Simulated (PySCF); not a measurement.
A structure optimised at PBE0-D3(BJ)/def2-TZVP, used in a PySCF frequency run:

```xyz
8

C     -0.3323    -1.6116     0.0000
C      0.6163    -0.4303     0.0000
S     -0.1592     1.1804     0.0000
H     -0.9750    -1.5937     0.8817
H      0.2244    -2.5533     0.0000
H     -0.9750    -1.5937    -0.8817
H      1.2847    -0.4475     0.8693
H      1.2847    -0.4475    -0.8693
```
Charge 0, spin multiplicity 2.

Question: Write its SMILES, formula and point group.

Answer: CC[S], C2H5S, Cs

Question: What are its rotational constants (standard atomic weights)?

Answer: 33.571, 5.4588, 4.9814 GHz
